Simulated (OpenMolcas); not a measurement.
A run on Fe4+ among 6 point charges of -2.2 e arranged as a trigonal prism (D3h), 1.93 Å from the ion, with a polar angle of 58.9° against the regular 49.1°.

```yaml
Program: OpenMolcas 26.06
Method: "SS-CASPT2, IPEA 0.25 Eh, imaginary shift 0.1 Eh (closed shells correlated: 3s 3p)"
Basis: ANO-RCC-VTZP [6s5p3d2f1g]
Scalar_Hamiltonian: DKH2, point nucleus
Active_space: 4 electrons in 5 orbitals (3d)
State_averaging: 2S+1 = 5 even, 5 roots; 2S+1 = 3 even, 45 roots; 2S+1 = 1 even, 50 roots
Spin-orbit_coupling: state interaction with AMFI integrals over the reference wave functions
```

First CASPT2 step and the start of its output:

```
&CASPT2
Multistate=5 1 2 3 4 5
NoMult
Frozen=5
IPEA=0.25
Imaginary=0.1
MaxIter=60
WThr=0.0 0.3 0.05
PrWF=0.5
NoMix
```

```
--- CASPT2 ---
Orbital specifications:
      -----------------------

      Symmetry species                           1
                                                 a
      Frozen orbitals                            5
      Inactive orbitals                          4
      Active orbitals                            5
      Secondary orbitals                        45
      Deleted orbitals                           0
      Number of basis functions                 59
Type of calculation                        SS-CASPT2
      Fock operator                              state-specific
      IPEA shift                                 0.25
      Real shift                                 0.00
      Imaginary shift                            0.10
      The input orbitals will be transformed to quasi-canonical
Reference energy:       -1281.9883312407
      E2 (Non-variational):      -0.3329809080
      Shift correction:          -0.0000503268
      E2 (Variational):          -0.3330312348
      Total energy:           -1282.3213624754
      Residual norm:              0.0000001036
      Reference weight:           0.96390
      Contributions to the CASPT2 correlation energy
      Active & Virtual Only:         -0.0411469717
      One Inactive Excited:          -0.1701839711
      Two Inactive Excited:          -0.1216499651
Reference energy:       -1281.9883312398
      E2 (Non-variational):      -0.3336359066
      Shift correction:          -0.0000508456
      E2 (Variational):          -0.3336867523
      Total energy:           -1282.3220179920
      Residual norm:              0.0000001165
      Reference weight:           0.96371
      Contributions to the CASPT2 correlation energy
      Active & Virtual Only:         -0.0414310935
...
```

Over all roots the printed reference weights run from 0.08 to 0.96, and roots that are degenerate in the reference spread by up to 7400 cm-1.

Question: Did the run give usable levels, and if not, why?

Answer: No. The equations converged, but the reference weight falls to 0.08 for at least one root against 0.96 for the best. A drop of that size marks an intruder state, so the energies of such roots and the levels built on them can't be trusted.
